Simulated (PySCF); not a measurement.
C2HCl2, SMILES ClC(=[CH])Cl, multiplicity 2. Atoms are numbered in the order given.

```xyz
5

C     -1.7715    -0.0605     0.0000
C     -0.4626     0.0003     0.0000
Cl     0.4049     1.4906     0.0000
Cl     0.5350    -1.4228     0.0000
H     -2.5733    -0.7924     0.0000
```
Charge 0, spin multiplicity 2.

The structure is a stationary point at PBE0-D3(BJ)/def2-SVP. The isomer is the one that the SMILES or the coordinates give; other isomers of the formula were not compared.

Two levels are set side by side: PBE/pcH-1 (PySCF) and PBE0/pcH-1 (PySCF). Contact hyperfine couplings, same geometry. Differences are taken from unrounded values.

```csv
quantity,PBE0
"A(iso) of 13C, atom C1 (MHz)",323.0
"A(iso) of 13C, atom C2 (MHz)",-17.5
"A(iso) of 35Cl, atom Cl3 (MHz)",10.0
"A(iso) of 35Cl, atom Cl4 (MHz)",18.3
"A(iso) of 1H, atom H5 (MHz)",0.9
```

What does PBE give, and how far is it from PBE0? (The exact figures need the calculation; the answer reports its results.)


```csv
quantity,PBE,PBE minus PBE0
"A(iso) of 13C, atom C1 (MHz)",294.7,-28.3
"A(iso) of 13C, atom C2 (MHz)",-0.3,17.2
"A(iso) of 35Cl, atom Cl3 (MHz)",10.3,0.3
"A(iso) of 35Cl, atom Cl4 (MHz)",20.0,1.7
"A(iso) of 1H, atom H5 (MHz)",10.7,9.8
```

Rough cost on one machine, each run with all the roots and properties that it gave: PBE0 against PBE within a factor of 2.
